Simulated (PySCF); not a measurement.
A GIAO shielding run with PySCF (density fitting, non-relativistic, gas phase) on `CC[C@@H]1C=C(C(F)(F)F)C1=O`, C7H7F3O:

```
$ OMP_NUM_THREADS=1 python probes_run.py task.json out

{"job": {"kind": "nmr", "xc": "PBE0", "basis": "pcSseg-1"}, "charge": 0, "multiplicity": 1}
C     -1.847534     0.979917    -0.199991
C     -1.880894    -0.541902    -0.271390
C     -0.489288    -1.154371    -0.135891
C      0.383444    -0.637583     0.988834
C      1.327529    -0.122465     0.184497
C      2.605526     0.599886     0.448704
F      2.604988     1.840068    -0.062928
F      2.835900     0.729199     1.767800
F      3.669742    -0.031390    -0.067302
C      0.610220    -0.555867    -1.050797
O      0.792409    -0.476469    -2.222178
H     -2.849651     1.382530    -0.320275
H     -1.218751     1.387297    -0.988665
H     -1.455751     1.314754     0.758197
H     -2.519232    -0.936956     0.522046
H     -2.299072    -0.854485    -1.229649
H     -0.547532    -2.243361    -0.189524
H      0.269188    -0.672485     2.056855
```

Hardware: 1 thread of an Intel Xeon, shared host. The job also computes population analyses, field gradients, ring-centre shieldings.

(1) How large is the calculation?

(2) How long does it take, and how much memory does it need?

Results:

(1) 84 electrons, 222 basis functions and 1147 auxiliary functions.

(2) 81 s of wall time, with 15 SCF cycles and 5 response iterations; peak memory 0.99 GiB. Times on a shared host scatter by some tens of per cent.
